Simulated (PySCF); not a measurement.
C₁₀H₁₂O₂.
Bonds: C1–C2, C2–C3, C3–O4, O4–C5, C5–O6 (double), C5–C7, C7–C8 (aromatic), C8–C9 (aromatic), C9–C10 (aromatic), C10–C11 (aromatic), C11–C12 (aromatic), C7–C12 (aromatic). Hydrogens: H13, H14, H15 on C1; H16, H17 on C2; H18, H19 on C3; H20 on C8; H21 on C9; H22 on C10; H23 on C11; H24 on C12.

Computed, not measured: PySCF, PBE0-D3(BJ)/def2-SVP geometry optimisation, gas phase.

(1) What internal coordinates does the optimisation give?

## Answers

(1) 
```json
{"bond": "C1–C2", "length (Å)": "1.520", "order": "single"}
{"bond": "C2–C3", "length (Å)": "1.516", "order": "single"}
{"bond": "C3–O4", "length (Å)": "1.424", "order": "single"}
{"bond": "O4–C5", "length (Å)": "1.339", "order": "single"}
{"bond": "C5=O6", "length (Å)": "1.207", "order": "double"}
{"bond": "C5–C7", "length (Å)": "1.487", "order": "single"}
{"bond": "C7–C8, C7–C12", "length (Å)": "1.399", "order": "aromatic"}
{"bond": "C8–C9, C11–C12", "length (Å)": "1.391", "order": "aromatic"}
{"bond": "C9–C10, C10–C11", "length (Å)": "1.395", "order": "aromatic"}
{"bond": "C1–H13, C1–H14, C1–H15", "length (Å)": "1.101", "order": "single"}
{"bond": "C2–H16, C2–H17", "length (Å)": "1.102", "order": "single"}
{"bond": "C3–H18, C3–H19", "length (Å)": "1.101", "order": "single"}
{"bond": "C8–H20, C12–H24", "length (Å)": "1.091", "order": "single"}
{"bond": "C9–H21, C11–H23", "length (Å)": "1.092", "order": "single"}
{"bond": "C10–H22", "length (Å)": "1.093", "order": "single"}
```

Bonds in one row agree within 0.01 Å and their mean is given. Orders are formal, as drawn. A selection of angles:
```json
{"angle": "C1–C2–C3", "degrees": "112.0"}
{"angle": "C2–C3–O4", "degrees": "112.1"}
{"angle": "C3–O4–C5", "degrees": "116.7"}
{"angle": "O4–C5–O6", "degrees": "123.4"}
{"angle": "O4–C5–C7", "degrees": "112.5"}
{"angle": "O6–C5–C7", "degrees": "124.1"}
{"angle": "C5–C7–C8", "degrees": "117.7"}
{"angle": "C5–C7–C12", "degrees": "122.3"}
{"angle": "C8–C7–C12", "degrees": "120.0"}
{"angle": "C7–C8–C9", "degrees": "120.0"}
{"angle": "C8–C9–C10", "degrees": "119.9"}
{"angle": "C9–C10–C11", "degrees": "120.2"}
```

Dihedral angles: C1–C2–C3–O4 -176° (antiperiplanar); C2–C3–O4–C5 -82° (synclinal); C3–O4–C5–O6 0° (synperiplanar); O4–C5–C7–C8 178° (antiperiplanar). The mirror-image conformer, all signs reversed, is as good.

The 6-membered ring C7–C8–C9–C10–C11–C12 has internal angles of 119.8° to 120.2°; it is planar, 0.00 Å rms from its mean plane, widest ring torsion 0°. The 3 C–O bonds span 1.207 Å (C5=O6, drawn double) to 1.424 Å (C3–O4, drawn single), a spread of 0.217 Å. O4 (ester single-bonded oxygen) is bent (angle 116.7°). The 9 C–C bonds span 1.391 Å (C8–C9, aromatic) to 1.520 Å (C1–C2, drawn single), a spread of 0.129 Å. Of the pairs four or more bonds apart, O6···H18 is among the closest relative to their van der Waals radii: 2.40 Å, 88 % of the sum of Bondi's values.

Point group: C1 (no symmetry element, even within 0.4 Å). No PBE0-D3(BJ)/def2-SVP frequencies stand behind this structure, so it isn't proved a minimum. One conformer, not necessarily the lowest.

Time: 3.5 min wall, 8.3 min CPU; peak memory 1.3 GiB. Hardware: 2 threads of an Intel Xeon Platinum 8259CL at 2.50 GHz, shared host with 48 logical CPUs at a one-minute load of 24. This is the geometry optimisation.
